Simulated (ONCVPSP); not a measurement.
## Ce, ONCV: configuration errors across variants

* Element: cerium
* Generator: ONCVPSP 4.0.1
* Type: optimised norm-conserving Vanderbilt (ONCV)
* Functional: LDA (Perdew-Zunger)
* Relativity: scalar-relativistic
* Frozen core: [Kr]
* Valence charge: 22
* Reference configuration: 4d10 5s2 5p6 5d2 6s2
* Partial waves: 5s+6s: rc 2.60 bohr, ncon 4, nbas 9, qcut 4.2 1/bohr, 2 projectors; 5p: rc 1.95 bohr, ncon 3, nbas 7, qcut 4.9 1/bohr, 2 projectors, debl 3.6 Ha; 4d+5d: rc 1.40 bohr, ncon 3, nbas 7, qcut 9.5 1/bohr, 2 projectors; f scattering state at 0.33 Ha: rc 2.05 bohr, ncon 3, nbas 6, qcut 5.5 1/bohr, 2 projectors, debl 2.2 Ha
* Local potential: polynomial inside 1.05 bohr (lpopt 5, dvloc0 1 Ha)
* Core correction: Teter function, fcfact 2, rcfact 1.6

In the f channel the program set the typed energies aside and used -0.430, 1.770 Ha.

All-electron excitation energies from the reference (eV): (1) 4d10 4f1 5s2 5p6 5d1 6s2 -4.945; (2) 4d10 4f1 5s2 5p6 5d1 6s1 1.325; (3) 4d10 4f1 5s2 5p6 5d1 6s0 12.672; (4) 4d10 5s2 5p6 5d0 6s0 70.130.

A true bound ghost makes a file unfit for plane-wave use even where its test errors are small: the radial tests pick states by their node count and pass the ghost by.

Errors AE − PS in meV (a dash: test not solved or not reliable):

```tsv
change	(1)	(2)	(3)	(4)	bound ghosts	GHOST(+) flags above zero
base	+1453	+1445	+1429	-13	s	p
f: rc 1.84	+1282	+1279	+1265	-13	s	p
f: rc 2.08	+1472	+1464	+1445	-13	s	p
f: rc 2.42	+1701	+1690	+1660	-13	s	p
f: rc 2.64	+1815	+1801	+1769	-13	s	p
f: rc 3.02	+1981	+1967	+1927	-13	s	p
```

Task: Give the same row for: f: rc 1.48.

Result: +863, +873, +884, -13; bound ghosts: s; GHOST(+) flags above zero: p.
